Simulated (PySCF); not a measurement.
## UHF on Cu⁺ (copper, charge +1)

Configuration: [Ar] 3d10, closed-shell 1S. All numbers are calculated (PySCF 2.14, scalar relativity by spin-free X2C-1e, in cc-pVDZ-DK (6s5p3d1f, 43 functions)).

| Item | Value |
| --- | --- |
| Total energy | -1652.906463 hartree |
| One-electron energy | -2298.5514 hartree |
| Hartree (Coulomb) energy | 712.1183 hartree |
| Exchange energy | -66.4734 hartree |
| ⟨S²⟩ | 0.0000 |
| ⟨L²⟩ | 0.000 |
| Sum of ⟨r⟩ | 17.59 bohr |
| Sum of ⟨r²⟩ | 18.65 bohr² |
| Langevin diamagnetic susceptibility | -14.8 ×10⁻⁶ cm³/mol |
| Time after the integrals | 0.23 s of wall time on 1 thread of Neoverse-N1 (shared host) |

| shell | electrons | mean orbital energy (hartree) | rms radius, mean of both spins (bohr) |
| --- | --- | --- | --- |
| 1s | 2 | -332.79187 | 0.0601 |
| 2s | 2 | -41.96925 | 0.254 |
| 2p | 6 | -36.11641 | 0.228 |
| 3s | 2 | -5.46966 | 0.767 |
| 3p | 6 | -3.68139 | 0.819 |
| 3d | 10 | -0.80132 | 1.14 |

Densities and radii are taken from the X2C orbitals without a picture-change correction, which distorts them close to the nucleus.
